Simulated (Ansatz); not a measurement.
Consider the homolysis of the H–Si bond: `C#C[SiH](Cl)Cl` → H• + `C#C[Si](Cl)Cl`•.

Calculated with Ansatz (gas phase, PBE0-D4/def2-TZVP geometries, no zero-point term in ΔE). CCSD(T)/CBS is the MP2 limit (def2-TZVPP, def2-QZVPP) plus CCSD(T) − MP2 in def2-TZVPP, frozen cores. This one scheme is used for every species, atoms too. Functionals use def2-TZVPP. Open shells (•) are unrestricted, without spin–orbit coupling.

| level | ΔE (eV) |
| --- | --- |
| LDA (SPW92) | 4.26 |
| CAM-B3LYP-D4 | 4.15 |
| B2PLYP | 4.11 |
| PBE-QIDH | 4.08 |
| revPBE | 3.80 |
| BLYP | 3.93 |
| MP2/def2-SVP | 4.06 |
| CCSD(T)/def2-TZVPP | 4.19 |

**Question.** What does CCSD(T)/CBS give? (Estimate.)

**Answer.** Computed: +4.26 eV. The listed levels differ from it by 0.00, -0.11, -0.15, -0.18, -0.46, -0.33, -0.20, -0.07 eV.

**Question.** What do rigid-rotor, harmonic-oscillator terms from PBE0-D4/def2-TZVP frequencies (298.15 K, 1 bar) make of the CCSD(T)/CBS value? (Best estimate.)

**Answer.** Ansatz gave: ΔZPE = -0.25 eV, ΔH = +4.08 eV, ΔS = 120 J/(mol·K), ΔG = +3.71 eV. Open shells count their whole term as degenerate.

Largest T1 diagnostic among the species: 0.019.

From PBE to PBE0 (25 % exact exchange), in def2-TZVPP and without D4, ΔE moves by +0.10 eV. In def2-TZVPP, CCSD(T) changes the Hartree–Fock value by +0.82 eV (the triples alone add −0.01 eV) and MP2 by +0.81 eV; breaking electron pairs costs correlation energy, which Hartree–Fock lacks.
